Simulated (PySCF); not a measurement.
Compound: C₈H₂₀GeO₄.
Geometry (PBE0-D3(BJ)/def2-SVP, Å), atoms numbered from 1 in this order:
```
atom  x, y, z in Å
C1    -0.332   -0.091    3.294
C2     0.335   -1.153    2.444
O3    -0.251   -1.254    1.159
Ge4    0.116   -0.089   -0.103
O5    -0.544    1.515    0.167
C6    -1.939    1.757    0.092
C7    -2.383    2.081   -1.318
O8    -0.578   -0.712   -1.589
C9    -0.489   -2.083   -1.935
C10   -1.652   -2.878   -1.380
O11    1.861    0.083   -0.124
C12    2.489    1.145   -0.821
C13    3.911    1.273   -0.332
H14   -1.411   -0.288    3.378
H15    0.098   -0.077    4.308
H16   -0.201    0.909    2.850
H17    0.224   -2.144    2.914
H18    1.418   -0.953    2.357
H19   -2.147    2.605    0.766
H20   -2.509    0.895    0.485
H21   -3.458    2.317   -1.341
H22   -1.829    2.950   -1.704
H23   -2.196    1.226   -1.985
H24   -0.480   -2.129   -3.037
H25    0.468   -2.517   -1.591
H26   -2.606   -2.456   -1.731
H27   -1.596   -3.928   -1.708
H28   -1.640   -2.852   -0.281
H29    1.939    2.089   -0.662
H30    2.475    0.940   -1.908
H31    4.439    2.074   -0.873
H32    3.929    1.508    0.743
H33    4.457    0.330   -0.485
```

Computed, not measured: PySCF 2.14.0, density-fitted response routines, TDDFT PBE0/def2-SVPD, vertical, gas phase, core orbitals frozen in the response. The PBE0/def2-SVPD calculation is non-relativistic and has no spin–orbit coupling, an omission that weighs most on germanium.

Task: List the vertical singlet excitations with oscillator strengths and describe the spectrum.

Result: 

```csv
state,E (eV),ν̃ (cm⁻¹),f,"main configurations (H = HOMO, L = LUMO)"
S1,6.90,55640,0.015,H→L (89%)
S2,7.02,56620,0.021,H-1→L (88%)
S3,7.12,57400,0.010,"H-2→L (76%), H-3→L (14%)"
S4,7.24,58420,0.041,"H-3→L (76%), H-2→L (14%)"
S5,7.60,61290,0.029,"H-5→L (46%), H-4→L (44%)"
S6,7.61,61390,0.020,"H-4→L (45%), H-5→L (44%)"
S7,7.91,63800,0.0047,"H→L+2 (35%), H-6→L (22%), H→L+4 (18%)"
S8,7.94,64010,0.013,"H-1→L+1 (38%), H→L+1 (26%), H→L+4 (14%)"
S9,7.98,64380,0.026,"H-6→L (28%), H-1→L+4 (12%), H→L+4 (11%)"
S10,8.03,64780,0.011,"H→L+1 (22%), H-1→L+1 (19%), H-2→L+4 (12%)"
```

Triplets (Tamm–Dancoff): T1 6.55 eV, H→L (77%), H→L+4 (8%); T2 6.65 eV, H-1→L (76%), H-1→L+4 (12%); T3 6.78 eV, H-2→L (80%), H-2→L+4 (8%); T4 6.85 eV, H-3→L (79%), H-3→L+4 (11%).

The lowest singlet lies at 6.90 eV (180 nm, vacuum ultraviolet) and is weak; its leading configuration is HOMO→LUMO (89%). The strongest level in the table is S4 at 7.24 eV (171 nm, f = 0.041). Löwdin shares by element: HOMO oxygen 59% or more, carbon 10% or more (atoms not listed hold the other 31%); LUMO oxygen 23% or more, germanium 18% (atoms not listed hold the other 60%). Of the 10 states listed, 9 reach f = 0.01 and none stays under 0.0005. Weighted by f, the mean energy of these states is 7.49 eV. The listed states span 1.13 eV, and the widest gap between neighbours is 0.36 eV (S4 to S5). Singlets were solved by full linear response, triplets in the Tamm–Dancoff approximation.

One conformer stands for the species.

Without π bonds the low states may be Rydberg-like; a valence basis with one diffuse set may place them up to an eV too high.
